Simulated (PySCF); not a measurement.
# SeO: from constants to spectrum

PBE0 constants of SeO, ³Σ⁻ (triplet), unpaired electrons π ↑↑ (PySCF, scalar-relativistic core potentials, basis sets Se cc-pVTZ-PP with ECP10, O cc-pVTZ; masses 79.9165 and 15.9949 u):

```
ωe              : 968.7 cm⁻¹
ωexe            : 3.91 cm⁻¹
Be              : 0.47453 cm⁻¹
αe              : 0.00288 cm⁻¹
D (centrifugal) : 4.55e-07 cm⁻¹
De to Se + O    : 4.53 eV
```

(1) Give the vibrational terms G(v) and spacings up to v = 6.

(2) How well does the Morse estimate ωe²/(4ωexe) reproduce De, and what is D0?

Spin–orbit coupling is left out. The state is the lowest determinant that a PBE0 search found; another state may lie lower at other levels.

Results:

(1) G(v) = ωe(v+½) − ωexe(v+½)².

```tsv
v	G(v) (cm⁻¹)	G(v) − G(v−1)	Bv (cm⁻¹)
0	483.4		0.4731
1	1444.3	960.9	0.4702
2	2397.3	953.1	0.4673
3	3342.6	945.2	0.4645
4	4280.0	937.4	0.4616
5	5209.6	929.6	0.4587
6	6131.4	921.8	0.4558
```

(2) It gives 7.44 eV, 164 % of the computed De. D0 = De − G(0) = 4.53 − 0.06 = 4.47 eV.
